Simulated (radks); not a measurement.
Results of a calculation; reference values are marked as such.
The technetium ion Tc+ inside a hard spherical wall (all orbitals vanish at R), configuration held at [Kr] 4d5 5s1 and not refilled when levels cross. Code: a radial shooting solver on a logarithmic mesh with Libxc functionals. Model: scalar-relativistic Kohn-Sham, LDA (Slater exchange, Perdew-Wang correlation), spin-polarised, spherical densities, point nucleus; open shells are filled with parallel spins first (spin-orbit coupling, left out, can overturn this in heavy ions). Eigenvalues in eV for spin up, with the zero of energy where the potential of the charges vanishes at infinity; a dash marks a level that is unbound or too diffuse for the functional's potential to be trusted. A positive occupied level is held by the wall or, in an anion where self-interaction has pushed it up, behind a barrier. The pressure on the wall is -dE/dV.

R (bohr)	E (hartree)	kinetic (hartree)	e(4s)	e(4p)	e(4d)	e(5s)	e(5p, empty)	e(6s, empty)	pressure (GPa)
free	-4281.12484	4419.387	-81.945	-54.055	-15.398	-12.431	-7.554	-3.176	0
8	-4281.12432	4419.393	-81.918	-54.028	-15.373	-12.401	-7.438	-0.762	0.0305
6	-4281.11293	4419.485	-81.584	-53.700	-15.073	-11.959	-6.467	5.867	1.18
4	-4280.86979	4420.749	-78.355	-50.602	-12.056	-6.133	2.275	38.699	59.1
3	-4279.76059	4425.451	-70.956	-43.478	-3.935	12.793	26.318	105.05	644
2	-4270.28611	4460.584	-39.947	-10.477	37.088	119.21	144.59	366.49	15200
1.5	-4241.24537	4550.551	27.843	64.470	124.52	346.89	379.73	829.93	118000
